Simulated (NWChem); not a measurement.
System: MgHSeF; SMILES [F][Mg][SeH]

NWChem printed, in part:

```
             Northwest Computational Chemistry Package (NWChem) 7.3.0
             --------------------------------------------------------

 CS  symmetry detected

                             Geometry "geometry" -> ""
                             -------------------------

 Output coordinates in angstroms (scale by  1.889725989 to convert to a.u.)

  No.       Tag          Charge          X              Y              Z
 ---- ---------------- ---------- -------------- -------------- --------------
    1 Mg                  12.0000     0.01376525    -1.22815097     0.00000000
    2 F                    9.0000     0.01536964    -2.98594972     0.00000000
    3 Se                  34.0000     0.03347316     1.18878468     0.00000000
    4 H                    1.0000    -1.44159732     1.19267996     0.00000000

 Effective nuclear repulsion energy (a.u.)     176.1487043101

      Symmetry information
      --------------------

 Group name             Cs
 Group number              2
 Group order               2
 No. of unique centers     4

                                 NWChem DFT Module
                                 -----------------

 Summary of "ao basis" -> "ao basis" (spherical)
 ------------------------------------------------------------------------------
       Tag                 Description            Shells   Functions and Types
 ---------------- ------------------------------  ------  ---------------------
 Mg                        def2-svpd                 9       21   4s4p1d
 F                         def2-svpd                 9       23   4s3p2d
 Se                        def2-svpd                15       41   6s5p4d
 H                         def2-svpd                 4        8   2s2p

      Symmetry analysis of basis
      --------------------------

        a'         65
        a"         28

            General Information
            -------------------
          SCF calculation type: DFT
          Wavefunction type:  closed shell.
          No. of atoms     :     4
          No. of electrons :    56
           Alpha electrons :    28
            Beta electrons :    28
          Charge           :     0
          Spin multiplicity:     1
          Use of symmetry is: off; symmetry adaption is: on
          Maximum number of iterations: 150
          AO basis - number of functions:    93
                     number of shells:    37
          Convergence on energy requested:  1.00D-06
          Convergence on density requested:  1.00D-05
          Convergence on gradient requested:  5.00D-04

              XC Information
              --------------
                         PBE0 Method XC Functional
                     Hartree-Fock (Exact) Exchange  0.250
          PerdewBurkeErnzerhof Exchange Functional  0.750
            Perdew 1991 LDA Correlation Functional  1.000 local
           PerdewBurkeErnz. Correlation Functional  1.000 non-local

             Grid Information
             ----------------
          Grid used for XC integration:  medium
          Radial quadrature: Mura-Knowles
          Angular quadrature: Lebedev.
          Tag              B.-S. Rad. Rad. Pts. Rad. Cut. Ang. Pts.
          ---              ---------- --------- --------- ---------
          Mg                  1.50       88          13.0       590
          F                   0.50       49          14.0       434
          Se                  1.15      112          13.0       590
          H                   0.35       45          12.0       434
          Grid pruning is: on
          Number of quadrature shells:   294
          Spatial weights used:  Erf1

      Superposition of Atomic Density Guess
      -------------------------------------

 Sum of atomic energies:       -2698.84522288

      Non-variational initial energy
      ------------------------------

 Total energy =   -2699.007200
 1-e energy   =   -4112.513670
 2-e energy   =    1237.357766
 HOMO         =      -0.306098
 LUMO         =      -0.084730

      Symmetry analysis of molecular orbitals - initial
      -------------------------------------------------

  Numbering of irreducible representations:

     1 a'          2 a"

  Orbital symmetries:

     1 a'          2 a'          3 a'          4 a'          5 a"
     6 a'          7 a'          8 a'          9 a'         10 a'
    11 a"         12 a'         13 a'         14 a'         15 a"
    16 a"         17 a'         18 a'         19 a'         20 a"
    21 a'         22 a'         23 a'         24 a'         25 a"
    26 a'         27 a'         28 a"         29 a'         30 a'
    31 a'         32 a"         33 a'         34 a'         35 a'
    36 a"         37 a'         38 a"

   convergence    iter        energy       DeltaE   RMS-Dens  Diis-err
 ---------------- ----- ----------------- --------- --------- ---------
 d= 0,ls=0.0,diis     1  -2701.1814379594 -2.88D+03  1.68D-02  7.75D-01
 d= 0,ls=0.0,diis     2  -2701.0045959204  1.77D-01  9.71D-03  3.01D+00
 d= 0,ls=0.0,diis     3  -2701.2714899032 -2.67D-01  1.46D-03  1.57D-02
 d= 0,ls=0.0,diis     4  -2701.2726269231 -1.14D-03  7.28D-04  4.46D-03
 d= 0,ls=0.0,diis     5  -2701.2731595395 -5.33D-04  1.91D-04  1.47D-04
  Resetting Diis
 d= 0,ls=0.0,diis     6  -2701.2731820374 -2.25D-05  2.72D-05  5.95D-06
 d= 0,ls=0.0,diis     7  -2701.2731827936 -7.56D-07  1.56D-05  4.87D-07
 d= 0,ls=0.0,diis     8  -2701.2731828001 -6.55D-09  8.74D-06  4.85D-07

         Total DFT energy =    -2701.273182800142
      One electron energy =    -4115.177982888747
           Coulomb energy =     1351.828856872771
    Exchange-Corr. energy =     -114.072761094284
 Nuclear repulsion energy =      176.148704310118

 Numeric. integr. density =       55.999984154638

                  Occupations of the irreducible representations
                  ----------------------------------------------

                     irrep           alpha         beta
                     --------     --------     --------
                     a'               21.0         21.0
                     a"                7.0          7.0

                       DFT Final Molecular Orbital Analysis
                       ------------------------------------

 Vector   26  Occ=2.000000D+00  E=-3.728138D-01  Symmetry=a"
              MO Center=  1.5D-02, -2.9D+00, -2.8D-11, r^2= 6.1D-01
   Bfn.  Coefficient  Atom+Function         Bfn.  Coefficient  Atom+Function
  ----- ------------  ---------------      ----- ------------  ---------------
    28      0.638457  2 F  pz                31     -0.436366  2 F  pz
    34     -0.119245  2 F  pz                10     -0.047513  1 Mg pz
     7     -0.046372  1 Mg pz                41     -0.039296  2 F  d -1
    18      0.029628  1 Mg d -1

 Vector   27  Occ=2.000000D+00  E=-3.093693D-01  Symmetry=a'
              MO Center= -9.5D-03,  8.7D-01,  1.9D-10, r^2= 2.5D+00
   Bfn.  Coefficient  Atom+Function         Bfn.  Coefficient  Atom+Function
  ----- ------------  ---------------      ----- ------------  ---------------
    61      0.462173  3 Se py                58      0.435700  3 Se py
    55     -0.282321  3 Se py                 3     -0.262398  1 Mg s
    48      0.192801  3 Se s                  2     -0.155721  1 Mg s
     9     -0.150879  1 Mg py                47     -0.113755  3 Se s
     6     -0.109283  1 Mg py                27     -0.108471  2 F  py

[...]

                                NWChem TDDFT Module
                                -------------------

            General Information
            -------------------
           No. of orbitals :     186
            Alpha orbitals :      93
             Beta orbitals :      93
        Alpha frozen cores :       0
         Beta frozen cores :       0
     Alpha frozen virtuals :       0
      Beta frozen virtuals :       0
         Spin multiplicity :       1
    Number of AO functions :      93
        Use of symmetry is : off
      Symmetry adaption is : on
         Schwarz screening :  0.10D-07

              XC Information
              --------------
                  PBE0 Method XC Functional
              Hartree-Fock (Exact) Exchange   0.25
   PerdewBurkeErnzerhof Exchange Functional   0.75
     Perdew 1991 LDA Correlation Functional   1.00 local
    PerdewBurkeErnz. Correlation Functional   1.00 non-local

             TDDFT Information
             -----------------
          Calculation type : Tamm-Dancoff TDDFT
         Wavefunction type : Restricted singlets
          No. of electrons :      56
           Alpha electrons :      28
            Beta electrons :      28
              No. of roots :       6
          Max subspacesize :    5200
            Max iterations :     100
               Target root :       1
           Target symmetry : none
      Symmetry restriction : off
                 Algorithm : Optimal
        Davidson threshold :  0.10D-03

    6 smallest eigenvalue differences (eV)
--------------------------------------------------------
  No. Spin  Occ  Vir  Irrep   E(Occ)    E(Vir)   E(Diff)
--------------------------------------------------------
    1    1   28   29 a"       -0.262    -0.061     5.467
    2    1   28   30 a"       -0.262    -0.019     6.597
    3    1   27   29 a'       -0.309    -0.061     6.760
    4    1   28   31 a'       -0.262    -0.006     6.968
    5    1   28   32 a"       -0.262     0.002     7.179
    6    1   27   30 a'       -0.309    -0.019     7.891
--------------------------------------------------------

  Entering Davidson iterations
  Restricted singlet excited states

  Iter   NTrls   NConv    DeltaV     DeltaE      Time
  ----  ------  ------  ---------  ---------  ---------
    1      6       0     0.11E+00   0.10+100       27.3
    2     12       0     0.25E-01   0.18E-01       24.2
    3     18       0     0.14E-01   0.11E-02       24.8
    4     24       0     0.74E-02   0.22E-03       24.2
    5     30       3     0.50E-02   0.13E-03       23.4
    6     33       4     0.15E-02   0.39E-04       20.4
    7     35       5     0.35E-03   0.35E-05       20.0
    8     36       6     0.62E-04   0.11E-06       18.1
  ----  ------  ------  ---------  ---------  ---------
  Convergence criterion met

  Ground state a'      -2701.273182800142 a.u.

  ----------------------------------------------------------------------------
  Root   1 singlet a"             0.154936317 a.u.                4.2160 eV
  ----------------------------------------------------------------------------
     Transition Moments    X -0.00000   Y -0.00000   Z  0.71042
     Dipole Oscillator Strength                    0.0521307514
     Electric Quadrupole                           0.0000000036
     Magnetic Dipole                               0.0000000764
     Total Oscillator Strength                     0.0521308314

     Occ.   28  a"  ---  Virt.   29  a'      -0.99744
  ----------------------------------------------------------------------------
  Root   2 singlet a"             0.193480374 a.u.                5.2649 eV
  ----------------------------------------------------------------------------
     Transition Moments    X -0.00000   Y -0.00000   Z  0.02535
     Dipole Oscillator Strength                    0.0000828649
     Electric Quadrupole                           0.0000000520
     Magnetic Dipole                               0.0000002433
     Total Oscillator Strength                     0.0000831602

     Occ.   28  a"  ---  Virt.   30  a'      -0.96706
     Occ.   28  a"  ---  Virt.   32  a'      -0.21639
     Occ.   28  a"  ---  Virt.   33  a'      -0.08865
  ----------------------------------------------------------------------------
  Root   3 singlet a'             0.208331159 a.u.                5.6690 eV
  ----------------------------------------------------------------------------
     Transition Moments    X -0.07633   Y -0.59422   Z -0.00000
     Dipole Oscillator Strength                    0.0498503059
     Electric Quadrupole                           0.0000000192
     Magnetic Dipole                               0.0000000070
     Total Oscillator Strength                     0.0498503321

     Occ.   27  a'  ---  Virt.   29  a'       0.75046
     Occ.   28  a"  ---  Virt.   31  a"       0.65080
     Occ.   28  a"  ---  Virt.   35  a"       0.06112
     Occ.   28  a"  ---  Virt.   39  a"       0.06931
  ----------------------------------------------------------------------------
  Root   4 singlet a"             0.212375835 a.u.                5.7790 eV
  ----------------------------------------------------------------------------
     Transition Moments    X  0.00000   Y -0.00000   Z -0.17269
     Dipole Oscillator Strength                    0.0042222626
     Electric Quadrupole                           0.0000000306
     Magnetic Dipole                               0.0000001282
     Total Oscillator Strength                     0.0042224214

     Occ.   28  a"  ---  Virt.   30  a'      -0.22126
     Occ.   28  a"  ---  Virt.   32  a'       0.94897
     Occ.   28  a"  ---  Virt.   33  a'       0.16222
     Occ.   28  a"  ---  Virt.   34  a'      -0.10193
     Occ.   28  a"  ---  Virt.   37  a'       0.08074
  ----------------------------------------------------------------------------
  Root   5 singlet a'             0.231860737 a.u.                6.3093 eV
  ----------------------------------------------------------------------------
     Transition Moments    X -0.09820   Y  1.36301   Z -0.00000
     Dipole Oscillator Strength                    0.2886553821
     Electric Quadrupole                           0.0000002062
     Magnetic Dipole                               0.0000000066
     Total Oscillator Strength                     0.2886555949

     Occ.   24  a'  ---  Virt.   30  a'      -0.05238
     Occ.   27  a'  ---  Virt.   29  a'      -0.54134
     Occ.   27  a'  ---  Virt.   30  a'      -0.39750
     Occ.   27  a'  ---  Virt.   32  a'      -0.30719
     Occ.   27  a'  ---  Virt.   33  a'      -0.05174
     Occ.   27  a'  ---  Virt.   36  a'      -0.06280
     Occ.   28  a"  ---  Virt.   31  a"       0.64752
     Occ.   28  a"  ---  Virt.   35  a"       0.07593
     Occ.   28  a"  ---  Virt.   39  a"      -0.06718
  ----------------------------------------------------------------------------
  Root   6 singlet a'             0.250219762 a.u.                6.8088 eV
  ----------------------------------------------------------------------------
     Transition Moments    X  0.43775   Y  0.80228   Z  0.00000
     Dipole Oscillator Strength                    0.1393347113
     Electric Quadrupole                           0.0000000965
     Magnetic Dipole                               0.0000002060
     Total Oscillator Strength                     0.1393350138

     Occ.   23  a'  ---  Virt.   32  a'      -0.05063
     Occ.   24  a'  ---  Virt.   32  a'       0.08571
     Occ.   25  a'  ---  Virt.   29  a'      -0.22329
     Occ.   27  a'  ---  Virt.   29  a'      -0.23224
     Occ.   27  a'  ---  Virt.   30  a'       0.87104
     Occ.   27  a'  ---  Virt.   32  a'      -0.11698
     Occ.   27  a'  ---  Virt.   37  a'      -0.06250
     Occ.   27  a'  ---  Virt.   38  a'      -0.05893
     Occ.   28  a"  ---  Virt.   31  a"       0.26577
     Occ.   28  a"  ---  Virt.   39  a"      -0.07124
     Occ.   28  a"  ---  Virt.   40  a"      -0.09299

              Target root =      1
          Target symmetry = none
      Ground state energy =  -2701.273182800142
        Excitation energy =      0.154936317472
     Excited state energy =  -2701.118246482669

  stored tddft:energy   -2701.1182464826693
```

Level: PBE0/def2-SVPD, TDA. Coordinates come from a PBE0/def2-SVP optimisation.

### Question
Reconstruct the input file.

### Answer
This is not unique; one that fits is the input that was run:
```
start job
memory heap 200 mb stack 900 mb global 1100 mb
geometry units angstroms noautoz
  Mg     0.024374    -1.130512     0.000481
  F      0.003123    -2.888181    -0.002195
  Se     0.075509     1.285960     0.004306
  H     -1.398918     1.309085    -0.032820
end
basis spherical
  * library def2-svpd
end
dft
  xc pbe0
  iterations 150
end
tddft
  cis
  nroots 6
  notriplet
end
task tddft energy
```
